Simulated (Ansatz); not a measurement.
H$_{4}$Si$_{2}$, singlet, geometry from GFN2-xTB; B3LYP/def2-SVP in Ansatz (a quantum-chemistry and plane-wave program).

Ansatz was given this input:
Ansatz 0.2 input:
```yaml
crystal:
  periodic: [false, false, false]
  atoms:
    - {symbol: Si, position_ang: [-0.28890628, 0.94648061, 0.77145085]}
    - {symbol: H, position_ang: [0.38260808, 2.12232723, 0.12965429]}
    - {symbol: Si, position_ang: [0.20732861, -0.80767768, -0.59742707]}
    - {symbol: H, position_ang: [0.99631510, -0.86130348, -1.84096251]}
    - {symbol: H, position_ang: [-1.09168725, -1.38838644, -0.98924045]}
    - {symbol: H, position_ang: [0.85485143, -1.81587820, 0.26421584]}
basis:
  gaussian:
    orbitals: def2-SVP
hamiltonian:
  xc: b3lyp
```

The log (banner, timings and long lists left out):

```
Functional definition: B3LYP
540 factors; integrals over basis functions are off by at most 1.2e-3 eV
mean field evaluation 1: about -15813.4744 eV, gradient 1.2e1 eV
mean field evaluation 2: about -15813.8460 eV, gradient 7.6e0 eV
mean field evaluation 4: about -15814.1083 eV, gradient 1.9e-1 eV
mean field evaluation 8: about -15814.1074 eV, gradient 1.6e-2 eV
mean field -15814.10740549 eV, -581.1577279647 hartree, gradient 1.2e-5 eV, S^2 0.000000; 0 other end points of the search recorded, 0 dependent functions left out
reference -15814.10763663 eV, -581.1577364589 hartree; 16, 16 occupied and 40, 40 virtual orbitals, 540 factors
Total energy: -15814.10763663 eV, -581.1577364589 hartree
```
